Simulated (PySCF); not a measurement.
Cd(Et)(OSiH3) (C2H8CdOSi), SMILES C[CH2][Cd][O][SiH3].

Geometry optimised at PBE-D3(BJ)/def2-SVP. The def2 effective core potentials stand for the cores of Cd; spin–orbit coupling is left out. Other conformers were not sampled.

The numbers are results of TDDFT-PBE/def2-SVPD in PySCF 2.14.0, not measurements.

Vertical excitations. The molecule is in vacuum.

| state | energy (eV) | λ (nm) | f | main pairs |
|---|---|---|---|---|
| S1 | 4.61 | 269 | 0.004 | HOMO→LUMO 100 % |
| S2 | 4.94 | 251 | 0.051 | HOMO−1→LUMO 81 %, HOMO−2→LUMO 13 % |
| S3 | 5.23 | 237 | 0.002 | HOMO→LUMO+1 98 % |
| S4 | 5.39 | 230 | 0.006 | HOMO−1→LUMO+1 60 %, HOMO→LUMO+2 34 % |
| S5 | 5.50 | 225 | 0.007 | HOMO−1→LUMO+2 74 %, HOMO→LUMO+2 14 % |
| S6 | 5.55 | 223 | 0.016 | HOMO→LUMO+2 40 %, HOMO−1→LUMO+1 28 %, HOMO−1→LUMO+2 25 % |
| S7 | 5.70 | 217 | 0.256 | HOMO−2→LUMO 72 %, HOMO−1→LUMO 12 % |
| S8 | 6.15 | 202 | 0.149 | HOMO−2→LUMO+1 89 % |
| S9 | 6.22 | 199 | 0.048 | HOMO−2→LUMO+2 96 % |
| S10 | 6.42 | 193 | 0.002 | HOMO→LUMO+3 99 % |
| T1 | 4.39 | 283 | 0 | HOMO→LUMO 99 % |
| T2 | 4.41 | 281 | 0 | HOMO−1→LUMO 95 % |
| T3 | 4.87 | 254 | 0 | HOMO−2→LUMO 93 % |
| T4 | 5.17 | 240 | 0 | HOMO→LUMO+1 96 % |
Triplets are in the Tamm–Dancoff approximation, which puts them higher than full response would, so one can lie above its singlet here.
